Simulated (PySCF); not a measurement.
Structure problem from calculated spectra and properties.

Formula: F2H5PSi2.

* Rotational structure: rotational constants A, B, C: 3.784, 1.176, 1.151 GHz [GFN2-xTB]
* 1H NMR: chemical shifts (computed TMS as zero) by class: 5.55 (1 H), 3.73 (2 H), 1.32 (2 H) ppm [GIAO PBE0/pcSseg-1]
* Dipole: 1.89 D [B3LYP/def2-SVPD]
* NMR, other nuclei: isotropic shieldings of nuclei other than C and H, by class: 328 (2 F), 334 (1 Si), 449 (1 Si), 642 (1 P) ppm [GIAO PBE0/pcSseg-1]
* UV, first state: lowest singlet excitation: 5.79 eV (214 nm, f = 0.302) [TDDFT B3LYP/def2-SVPD]
* XPS: Si2p3/2 107.0, Si2p3/2 108.5, P2p3/2 136.6, F1s 692.5 (×2), Si1s 1846.6, Si1s 1848.6, P1s 2150.1 eV [ΔSCF SCAN, pcX-2 on the ionised atom, pcseg-1 elsewhere, spin-free X2C, 2p3/2 from a spin–orbit splitting computed afterwards within the 2p shell]
* Polarisability: 83.2 au [B3LYP/def2-SVPD]

The electronic properties come from PySCF, for the isolated species, density fitting. Levels stand in brackets. Isolated species at its GFN2-xTB geometry (one conformer only). Each NMR value is the plain mean over a class of atoms that symmetry, rotation or inversion makes alike.

Question: Propose a structure and show how it fits.

Answer: Numbering: `[F:1][SiH:2]([F:3])[SiH2:4][PH2:5]`. Hydrogen classes from least to most shielded: 1 H on a fluorine-bound silicon, Si2 (5.55 ppm), 2 H on an SiH2 silicon, Si4 (3.73 ppm), 2 H on a three-coordinate phosphorus, P5 (1.32 ppm). The other shieldings belong to: 328 ppm, silicon-bound fluorine [F1/F3]; 334 ppm, fluorine-bound silicon [Si2]; 449 ppm, SiH2 silicon [Si4]; 642 ppm, three-coordinate phosphorus [P5]. The core levels belong to: Si2p3/2 107.0 eV, SiH2 silicon [Si4]; Si2p3/2 108.5 eV, fluorine-bound silicon [Si2]; P2p3/2 136.6 eV, three-coordinate phosphorus [P5]; F1s 692.5 eV, silicon-bound fluorine [F1/F3]; Si1s 1846.6 eV, SiH2 silicon [Si4]; Si1s 1848.6 eV, fluorine-bound silicon [Si2]; P1s 2150.1 eV, three-coordinate phosphorus [P5]. S1 is mainly HOMO→LUMO (weight 0.91); the largest Löwdin shares of the orbital it empties are 0.56 on the three-coordinate phosphorus, 0.15 on the SiH2 silicon and 0.10 on the fluorine-bound silicon, of the orbital it fills 0.28 on the fluorine-bound silicon, 0.25 on the SiH2 silicon, 0.24 on the three-coordinate phosphorus and 0.09 on an Si–H hydrogen. The optimised geometry has point group Cs and is an asymmetric top. Structure: `F[SiH](F)[SiH2]P`. The assignments are read from this structure; whether some other isomer fits the data as well wasn't checked.

The values belong to the conformer `[F:1][SiH:2]([F:3])[SiH2:4][PH2:5]`: F1–Si2–Si4–P5 54°, H–P5–Si4–Si2 -46°, H–P5–Si4–Si2 47°.
